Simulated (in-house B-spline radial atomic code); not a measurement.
The numbers below are computed, except where a source is named.
# Making a Troullier-Martins s channel for Ge, r_c = 2.22 bohr

Ge, [Ar] 3d10 4s2 4p2, non-relativistic LDA (VWN5), spherical and spin-unpolarised, from a B-spline radial code for spherical atoms (atomic units). The all-electron 4s level is ε = -0.426523 hartree, its outermost node lies just inside 0.79 bohr and its outer maximum at 1.76 bohr.

Inside r_c the pseudo-orbital is u(r) = r^1 exp(p(r)), with p = c0 + c2 r² + c4 r⁴ + … + c12 r¹². The seven coefficients follow from p and its first four derivatives at r_c, from zero curvature of the screened potential at the origin, c4 = −c2²/(2l + 5), and from the norm inside r_c. At r_c the all-electron orbital has P = 0.6846191, P' = -0.2571668, the screened potential V = -0.6262307, V' = 0.6155356, V'' = -0.8819238, and the norm inside is Q = 0.5990144.

(1) What are p, p' and p'' at r_c?

For a trial c2 the five matching conditions are linear in c0, c6, c8, c10 and c12, and c2 is varied until the norm inside r_c equals Q. The root nearest zero gives:

| n | c_n |
| --- | --- |
| 0 | -1.146685 |
| 2 | 0.3602689 |
| 4 | -0.02595874 |
| 6 | -0.05604481 |
| 8 | 0.01748366 |
| 10 | -0.002104717 |
| 12 | 9.344957e-05 |

(2) Check c4 and p(r_c), and find the screened pseudopotential at the origin.

Orbitals and screened potentials:

```tsv
r (bohr)	P	u	V all-electron	V pseudo
0.222	0.0902	0.07179	-71.37	0.6513
0.555	-0.313	0.1962	-13.43	0.5472
0.888	0.1657	0.361	-4.764	0.07864
1.221	0.5623	0.5591	-2.334	-0.7554
1.554	0.7322	0.7145	-1.366	-1.285
1.887	0.7483	0.7468	-0.8927	-1.008
2.22	0.6846	0.6846	-0.6262	-0.6262
```

Logarithmic derivatives P'/P at R = 2.52 bohr, for energies E around ε:

```csv
E − ε (hartree),all-electron,pseudo
-0.5,0.657618,0.651826
-0.25,0.221456,0.218404
-0.1,-0.159014,-0.159857
0,-0.507133,-0.507133
0.1,-0.990621,-0.992763
0.25,-2.27773,-2.31388
0.5,-26.8253,-47.2938
```

(3) With P(R) = 0.5988786 and a norm of 0.7231945 inside R, what slope in energy does norm conservation fix?

Answers

(1) p = ln(P/r_c^1) = ln(0.6846191/2.22) = -1.17640. p' = P'/P − 1/r_c = -0.37563 − 0.45045 = -0.82609. The radial equation gives p'' = 2(V − ε) − 2(1) p'/r_c − p'² = -0.39942 − (-0.74422) − 0.68242 = -0.33761. Differentiating, p''' = 2V' + 2(1)p'/r_c² − 2(1)p''/r_c − 2p'p'' = 0.6422, and p'''' = 2V'' − 4(1)p'/r_c³ + 4(1)p''/r_c² − 2(1)p'''/r_c − 2p''² − 2p'p''' = -1.4813.

(2) −c2²/5 = -0.0259587, as listed. The terms c_n r_c^n are -1.14668, 1.77555, -0.63052, -6.70893, 10.31469, -6.11961, 1.33910, which sum to -1.17640. Inverting the radial equation, V_l(r) = ε + 1 p'/r + (p'' + p'²)/2, so V_l(0) = ε + (2l + 3) c2 = -0.426523 + 3 × (0.360269) = 0.6543 hartree, finite where the all-electron potential diverges.

(3) d(P'/P)/dE = −2 × (norm inside R)/P(R)² = -4.0328 per hartree·bohr at E = ε, for both atoms, since orbital and norm agree at R. Differences over ±0.1 hartree give -4.1580 (all-electron) and -4.1645 (pseudo), which also hold third-order terms. Half a hartree below ε the two curves differ by -0.0058.
